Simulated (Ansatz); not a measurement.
`[CH3][Ta]([OH])([F])=[S]` + HCl → `[CH3][Ta]([F])(=[S])[Cl]` + H₂O at 500 K and 1 bar (ligand exchange at a Ta–O bond).

Isolated molecules relaxed with PBE0-D4/def2-TZVP in Ansatz; ΔE leaves out vibrations. CCSD(T)/CBS adds triple-zeta CCSD(T) − MP2 to the extrapolated MP2 energy (def2 sets, frozen cores). This one scheme is used for every species. def2 core potentials past Kr. For Ta outer-core shells are correlated without core-valence functions, which leaves a few kJ/mol of doubt a bond. Each species was taken in one conformer, which may not be the lowest.

| species | CCSD(T)/CBS energy (Eh) | H − E (kJ/mol) | S (J/(mol·K)) |
| --- | --- | --- | --- |
| `[CH3][Ta]([OH])([F])=[S]` | -670.27620 | 186.8 | 443.8 |
| HCl | -460.38127 | 32.5 | 201.9 |
| `[CH3][Ta]([F])(=[S])[Cl]` | -1054.28407 | 152.7 | 443.7 |
| H₂O | -76.37941 | 73.2 | 206.3 |

H − E and S are ideal-gas, rigid-rotor, harmonic terms from PBE0-D4/def2-TZVP, for one conformer and one mirror image of each species. 1 Eh = 2625.50 kJ/mol, R = 8.31446 J/(mol·K).

By hand: ΔE, ΔH, ΔS and ΔG.

ΔE = (-1054.28407) + (-76.37941) − (-670.27620) − (-460.38127) = -0.00601 Eh = -15.8 kJ/mol. Δ(H − E) = 152.7 + 73.2 − 186.8 − 32.5 = 6.6, so ΔH = -9.2 kJ/mol. ΔS = 443.7 + 206.3 − 443.8 − 201.9 = 4.3 J/(mol·K). ΔG = -9.2 − 500 × (4.3)/1000 = -11.3 kJ/mol.

By hand: the equilibrium constant, and the temperature at which ΔG would vanish if ΔH and ΔS stayed fixed.

log₁₀ K = −ΔG/(RT ln 10) = 1.2. ΔH and −TΔS have one sign here, so there is no such temperature.

The number of gas molecules stays the same, so ΔS is small and ΔH decides. A doubt of 5 kJ/mol in ΔE shifts log₁₀ K by 0.5 here. Other conformers and mirror images would add mixing entropy, several J/(mol·K) or more a flexible species. These are equilibria of isolated gas molecules and say nothing of rates. Largest T1 diagnostic: 0.020 (customary marks: 0.02 for closed shells, 0.045 for open ones).

ΔS is within the doubt of such terms, so its sign, and with it that verdict, could turn.
